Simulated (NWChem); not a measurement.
System: SnNH5; SMILES [NH2][SnH3]

def2 effective core potentials on Sn; no spin-orbit coupling.

### Question
Give the equilibrium geometry at PBE0/def2-SVP with def2 effective core potentials on Sn (NWChem) as a Z-matrix, with the point group.

### Answer
point group Cs; any orientation.
```
Sn
H 1 1.7125
H 1 1.7125 2 111.58
H 1 1.7253 2 109.69 3 -121.76
N 1 2.0493 2 105.85 4 -123.56
H 5 1.0189 1 112.62 2 60.28
H 5 1.0189 6 106.82 1 -124.14
```
